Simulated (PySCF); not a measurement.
A side-by-side comparison of computed properties.

First species: CH₁₁NSi₃.
Bonds: C1–N2, N2–Si3, N2–Si4, Si4–Si5. Hydrogens: H6, H7, H8 on C1; H9, H10, H11 on Si3; H12, H13 on Si4; H14, H15, H16 on Si5.

Second species: CH11NSi3.
Atom-mapped SMILES: `[CH3:1][Si@H:2]([NH2:3])[SiH2:4][SiH3:5]` (hydrogens: H6, H7, H8 on C1; H9 on Si2; H10, H11 on N3; H12, H13 on Si4; H14, H15, H16 on Si5)

Geometry (GFN2-xTB, Å), atoms numbered from 1 in this order:
```xyz
16
CH11NSi3 angstrom
C     -2.023    1.072    0.338
Si    -1.149   -0.353   -0.564
N     -1.004   -1.598    0.631
Si     1.020    0.192   -1.161
Si     2.619    0.194    0.516
H     -2.115    1.940   -0.308
H     -3.023    0.798    0.660
H     -1.467    1.376    1.220
H     -2.039   -0.738   -1.686
H     -1.799   -1.807    1.213
H     -0.532   -2.455    0.392
H      1.012    1.510   -1.823
H      1.466   -0.705   -2.246
H      3.866   -0.485    0.145
H      2.145   -0.476    1.731
H      3.016    1.545    0.928
```

Levels: CAM-B3LYP/def2-SVPD for dipole moment, HOMO energy, LUMO energy, HOMO–LUMO gap, static isotropic polarisability and electronic spatial extent ⟨r²⟩ about the centre of nuclear charge; TDDFT CAM-B3LYP/def2-SVPD for lowest singlet excitation; TDA CAM-B3LYP/def2-SVPD for lowest triplet excitation (Tamm–Dancoff); GFN2-xTB for rotational constant A and rotational constant C. Geometries: GFN2-xTB. All species are isolated and taken at one optimised geometry, non-relativistic unless stated; the electronic structure was computed with PySCF and density fitting.

The conformers computed, where there is a choice (atom-mapped SMILES and torsion angles):
- `[CH3:1][N:2]([SiH3:3])[SiH2:4][SiH3:5]`: C1–N2–Si4–Si5 72°
- `[CH3:1][Si@H:2]([NH2:3])[SiH2:4][SiH3:5]`: C1–Si2–Si4–Si5 76°, H–N3–Si2–C1 45°, H–N3–Si2–C1 -178°

Values for the first species:

| Quantity | Value |
| --- | --- |
| Dipole moment | 0.59 D |
| HOMO energy | -8.05 eV |
| LUMO energy | 0.69 eV |
| HOMO–LUMO gap | 8.74 eV |
| Lowest singlet excitation | 5.47 eV |
| Lowest triplet excitation (Tamm–Dancoff) | 5.11 eV |
| Static isotropic polarisability | 102.0 au |
| Electronic spatial extent ⟨r²⟩ about the centre of nuclear charge | 1161 bohr² |
| Rotational constant A | 3.650 GHz |
| Rotational constant C | 1.170 GHz |

Problem. Estimate the same properties for the second species, and the change in each.

Solution. 
```
                                                         property       first      second  second less first
                                                    dipole moment      0.59 D      1.38 D            +0.79 D
                                                      HOMO energy    -8.05 eV    -8.63 eV           -0.58 eV
                                                      LUMO energy     0.69 eV     0.58 eV           -0.11 eV
                                                    HOMO–LUMO gap     8.74 eV     9.21 eV           +0.47 eV
                                        lowest singlet excitation     5.47 eV     5.98 eV           +0.51 eV
                         lowest triplet excitation (Tamm–Dancoff)     5.11 eV     5.60 eV           +0.49 eV
                                  static isotropic polarisability    102.0 au    107.7 au            +5.7 au
electronic spatial extent ⟨r²⟩ about the centre of nuclear charge  1161 bohr²  1232 bohr²          +71 bohr²
                                            rotational constant A   3.650 GHz   3.379 GHz         -0.271 GHz
                                            rotational constant C   1.170 GHz   1.105 GHz         -0.065 GHz
```

On the first: No computed singlet falls in the visible range (750 to 380 nm, 1.65 to 3.26 eV); S1 lies 2.21 eV above its blue end. The polarisability is 15.11 Å³ as a volume (1 au = 0.148185 Å³), or 1.55 au for each of the 66 electrons.

On the second: The dipole matches unit charges of opposite sign 0.29 Å apart (1 e·Å = 4.8032 D). No computed singlet falls in the visible range (750 to 380 nm, 1.65 to 3.26 eV); S1 lies 2.72 eV above its blue end. GFN2-xTB frequencies show an imaginary mode (36i cm⁻¹), so this geometry is no minimum at that level.
